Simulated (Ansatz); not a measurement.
Steps of a relaxation of C2H9BGe, SMILES `B[CH2][GeH2][CH3]` with RKS PBE0-D4/def2-TZVP.

```sh
$ ansatz run in.yaml --threads 4 --pin off --events-out ev --progress --plain --max-ram 10444MiB
```

```yaml
crystal:
  periodic: [false, false, false]
  atoms:
    - {symbol: B, position_ang: [-1.475325, 1.132462, -0.465542]}
    - {symbol: C, position_ang: [-1.384447, -0.393017, -0.347896]}
    - {symbol: Ge, position_ang: [0.611247, -0.665930, -0.502288]}
    - {symbol: C, position_ang: [1.531097, 0.000189, 1.099923]}
    - {symbol: H, position_ang: [-1.309657, 1.843832, 0.512661]}
    - {symbol: H, position_ang: [-1.615529, 1.667880, -1.552429]}
    - {symbol: H, position_ang: [-1.617025, -0.843889, 0.637755]}
    - {symbol: H, position_ang: [-1.810647, -0.991063, -1.177134]}
    - {symbol: H, position_ang: [1.159123, 0.028250, -1.779490]}
    - {symbol: H, position_ang: [0.810662, -2.200597, -0.656544]}
    - {symbol: H, position_ang: [1.074786, -0.443907, 2.006361]}
    - {symbol: H, position_ang: [2.604648, -0.270564, 1.075260]}
    - {symbol: H, position_ang: [1.441468, 1.101553, 1.164063]}
basis:
  gaussian: {orbitals: def2-TZVP}
hamiltonian: {xc: pbe0, dispersion: d4}
relax: {f_tol: 0.005, max_steps: 150}
```

Positions (Å) and forces (eV/Å) along the path, 12 of 30 steps:

```xyz
13
step=1 energy=-59405.2901 eV
B    -1.475    1.132   -0.466   -0.006    0.136   -0.015
C    -1.384   -0.393   -0.348   -0.054   -0.155    0.017
Ge    0.611   -0.666   -0.502    0.005   -0.052   -0.006
C     1.531    0.000    1.100    0.119    0.098    0.266
H    -1.310    1.844    0.513   -0.067   -0.275   -0.369
H    -1.616    1.668   -1.552    0.060   -0.214    0.415
H    -1.617   -0.844    0.638    0.090    0.222   -0.479
H    -1.811   -0.991   -1.177    0.199    0.286    0.422
H     1.159    0.028   -1.779   -0.080   -0.089    0.179
H     0.811   -2.201   -0.657   -0.019    0.230    0.027
H     1.075   -0.444    2.006    0.235    0.223   -0.432
H     2.605   -0.271    1.075   -0.530    0.130    0.002
H     1.441    1.102    1.164    0.047   -0.539   -0.027
13
step=2 energy=-59405.3292 eV
B    -1.478    1.131   -0.467    0.060    0.052   -0.010
C    -1.371   -0.384   -0.345   -0.007   -0.082    0.001
Ge    0.611   -0.666   -0.500   -0.053    0.022    0.050
C     1.524   -0.006    1.096    0.048    0.030    0.080
H    -1.319    1.837    0.498   -0.042   -0.072   -0.103
H    -1.612    1.656   -1.543   -0.003   -0.061    0.119
H    -1.608   -0.825    0.630    0.029    0.065   -0.125
H    -1.796   -0.981   -1.160    0.049    0.082    0.107
H     1.154    0.027   -1.766   -0.004   -0.008    0.020
H     0.814   -2.187   -0.652   -0.009    0.024   -0.002
H     1.082   -0.448    1.996    0.061    0.057   -0.131
H     2.587   -0.270    1.064   -0.141    0.038    0.005
H     1.434    1.083    1.164    0.013   -0.147   -0.011
13
step=3 energy=-59405.3312 eV
B    -1.465    1.131   -0.472   -0.172   -0.003    0.029
C    -1.366   -0.382   -0.345    0.050    0.012   -0.001
Ge    0.610   -0.665   -0.496    0.000   -0.013   -0.003
C     1.526   -0.009    1.096   -0.006   -0.009    0.000
H    -1.336    1.836    0.490    0.053    0.004   -0.007
H    -1.619    1.649   -1.542    0.052    0.000   -0.016
H    -1.605   -0.815    0.629   -0.001    0.007    0.015
H    -1.793   -0.977   -1.154    0.007    0.002   -0.014
H     1.155    0.029   -1.758    0.006    0.004   -0.011
H     0.809   -2.185   -0.652    0.006   -0.009   -0.003
H     1.089   -0.456    1.990   -0.004   -0.007    0.018
H     2.585   -0.267    1.060    0.012   -0.004   -0.006
H     1.431    1.075    1.168   -0.003    0.016    0.000
13
step=5 energy=-59405.3326 eV
B    -1.478    1.132   -0.480   -0.001    0.016   -0.007
C    -1.365   -0.379   -0.340   -0.002    0.000    0.005
Ge    0.609   -0.662   -0.494    0.015   -0.001    0.009
C     1.526   -0.016    1.101    0.001    0.007   -0.013
H    -1.328    1.848    0.471   -0.002    0.002    0.005
H    -1.626    1.638   -1.556    0.000    0.004   -0.009
H    -1.602   -0.801    0.639    0.000   -0.012   -0.002
H    -1.793   -0.980   -1.144   -0.001   -0.007    0.010
H     1.155    0.040   -1.753    0.002    0.007   -0.005
H     0.812   -2.180   -0.662   -0.004   -0.011   -0.003
H     1.101   -0.478    1.994   -0.001   -0.001    0.003
H     2.588   -0.262    1.054   -0.002   -0.006   -0.001
H     1.421    1.066    1.185   -0.004    0.001    0.008
13
step=7 energy=-59405.3331 eV
B    -1.485    1.136   -0.514    0.005   -0.018    0.003
C    -1.362   -0.370   -0.323   -0.026   -0.023   -0.010
Ge    0.613   -0.647   -0.494   -0.014    0.004   -0.010
C     1.528   -0.039    1.117    0.015    0.011    0.022
H    -1.300    1.887    0.404   -0.009   -0.010   -0.014
H    -1.677    1.601   -1.603    0.011   -0.001    0.014
H    -1.578   -0.765    0.674    0.008    0.023   -0.016
H    -1.802   -1.003   -1.097    0.010    0.025    0.028
H     1.155    0.090   -1.735    0.002   -0.006    0.009
H     0.813   -2.161   -0.704    0.007    0.012    0.000
H     1.119   -0.540    1.996    0.007    0.011   -0.024
H     2.594   -0.262    1.054   -0.015    0.003    0.002
H     1.402    1.038    1.239   -0.001   -0.030   -0.004
13
step=10 energy=-59405.3346 eV
B    -1.490    1.133   -0.575    0.009   -0.022   -0.003
C    -1.364   -0.359   -0.285   -0.059   -0.007    0.017
Ge    0.609   -0.617   -0.493    0.030    0.000   -0.008
C     1.532   -0.080    1.139   -0.028    0.007    0.044
H    -1.275    1.944    0.286   -0.005   -0.025   -0.028
H    -1.711    1.524   -1.687    0.008   -0.009    0.033
H    -1.549   -0.682    0.744    0.010    0.021   -0.049
H    -1.825   -1.042   -1.001    0.029    0.037    0.037
H     1.140    0.189   -1.696   -0.003   -0.004    0.007
H     0.828   -2.115   -0.786   -0.006    0.016    0.001
H     1.157   -0.654    1.991    0.022    0.030   -0.043
H     2.604   -0.257    1.046   -0.016    0.005    0.001
H     1.365    0.981    1.333    0.010   -0.049   -0.009
13
step=12 energy=-59405.3365 eV
B    -1.484    1.116   -0.626    0.101    0.009    0.001
C    -1.379   -0.354   -0.247    0.020    0.012    0.007
Ge    0.601   -0.585   -0.491   -0.023    0.014   -0.013
C     1.527   -0.112    1.159    0.008   -0.005   -0.013
H    -1.208    1.971    0.174   -0.042   -0.022   -0.018
H    -1.720    1.446   -1.754   -0.031   -0.004    0.010
H    -1.530   -0.616    0.802   -0.005    0.000   -0.003
H    -1.849   -1.080   -0.911   -0.007   -0.005    0.007
H     1.111    0.294   -1.652    0.000   -0.009    0.007
H     0.832   -2.061   -0.872   -0.002    0.022    0.008
H     1.182   -0.737    1.983   -0.002   -0.002    0.003
H     2.604   -0.248    1.044   -0.023    0.004    0.002
H     1.330    0.933    1.404    0.004   -0.012    0.004
13
step=13 energy=-59405.3256 eV rejected
B    -1.464    1.098   -0.719   -0.163   -0.024    0.131
C    -1.390   -0.338   -0.190    0.036    0.060    0.062
Ge    0.594   -0.537   -0.484    0.019   -0.076   -0.083
C     1.529   -0.169    1.191   -0.016    0.026    0.135
H    -1.153    2.031   -0.006   -0.031   -0.260   -0.196
H    -1.773    1.324   -1.864    0.119   -0.052    0.185
H    -1.489   -0.496    0.895   -0.010    0.060   -0.341
H    -1.880   -1.133   -0.767    0.112    0.227    0.160
H     1.080    0.449   -1.581   -0.040   -0.090    0.100
H     0.844   -1.979   -0.998   -0.021    0.182    0.064
H     1.226   -0.885    1.968    0.073    0.178   -0.194
H     2.611   -0.245    1.042   -0.148    0.022    0.049
H     1.286    0.848    1.528    0.070   -0.254   -0.072
13
step=15 energy=-59405.3377 eV
B    -1.483    1.116   -0.639    0.023   -0.007    0.004
C    -1.375   -0.349   -0.239    0.006   -0.001    0.004
Ge    0.602   -0.579   -0.491   -0.015    0.018    0.003
C     1.529   -0.122    1.162    0.002    0.001   -0.003
H    -1.222    1.983    0.150   -0.005   -0.006   -0.006
H    -1.727    1.428   -1.770   -0.012   -0.004   -0.001
H    -1.520   -0.596    0.815   -0.004    0.006   -0.007
H    -1.849   -1.084   -0.889    0.004    0.006    0.006
H     1.111    0.311   -1.644    0.001   -0.005    0.003
H     0.833   -2.050   -0.885    0.003    0.003   -0.002
H     1.188   -0.760    1.978    0.002   -0.003   -0.003
H     2.606   -0.251    1.043   -0.004   -0.001    0.004
H     1.328    0.918    1.423    0.000   -0.007   -0.001
13
step=25 energy=-59405.3449 eV
B    -1.505    1.063   -0.813   -0.005    0.010    0.010
C    -1.380   -0.287   -0.123   -0.005    0.004    0.003
Ge    0.591   -0.466   -0.468    0.012   -0.005   -0.015
C     1.553   -0.250    1.214   -0.005   -0.005    0.006
H    -1.238    2.073   -0.220   -0.007   -0.020   -0.016
H    -1.775    1.138   -1.979    0.007   -0.005    0.018
H    -1.466   -0.315    0.965   -0.002   -0.001   -0.027
H    -1.857   -1.149   -0.589    0.006    0.015    0.012
H     1.053    0.615   -1.472   -0.004   -0.009    0.009
H     0.838   -1.841   -1.114   -0.003    0.015    0.007
H     1.262   -1.031    1.918    0.003    0.012   -0.007
H     2.629   -0.308    1.049   -0.003    0.002    0.002
H     1.315    0.722    1.647    0.006   -0.013   -0.001
13
step=27 energy=-59405.3452 eV
B    -1.516    1.057   -0.835   -0.004    0.009    0.002
C    -1.379   -0.273   -0.109    0.008   -0.010    0.005
Ge    0.592   -0.448   -0.463   -0.002   -0.003    0.000
C     1.560   -0.270    1.219    0.002    0.001    0.003
H    -1.272    2.087   -0.268   -0.001   -0.009   -0.006
H    -1.777    1.095   -2.005    0.000    0.001    0.000
H    -1.462   -0.273    0.978   -0.001   -0.001   -0.009
H    -1.847   -1.151   -0.552   -0.002    0.009    0.004
H     1.055    0.650   -1.445   -0.001    0.003   -0.002
H     0.835   -1.810   -1.136   -0.001    0.003    0.000
H     1.269   -1.064    1.908    0.003    0.005   -0.002
H     2.636   -0.327    1.048   -0.004   -0.001    0.005
H     1.328    0.694    1.675    0.002   -0.007   -0.001
13
step=30 energy=-59405.3453 eV
B    -1.525    1.052   -0.850    0.000    0.000   -0.001
C    -1.376   -0.264   -0.100    0.000   -0.002   -0.002
Ge    0.593   -0.437   -0.460    0.001    0.001    0.004
C     1.564   -0.284    1.223    0.000    0.001    0.000
H    -1.291    2.094   -0.302    0.000   -0.002   -0.001
H    -1.784    1.065   -2.021    0.001    0.000    0.003
H    -1.457   -0.245    0.987    0.001    0.001   -0.002
H    -1.843   -1.152   -0.525    0.001    0.003    0.001
H     1.055    0.677   -1.427   -0.002    0.000    0.000
H     0.836   -1.788   -1.154   -0.001    0.001    0.000
H     1.270   -1.084    1.902    0.000    0.000    0.000
H     2.640   -0.345    1.051    0.000    0.000    0.000
H     1.339    0.676    1.691    0.000   -0.001   -0.001
```

Hardware: 4 threads of an Arm Neoverse V2 on a shared host. Wall time 84 s, peak host memory 0.54 GiB.
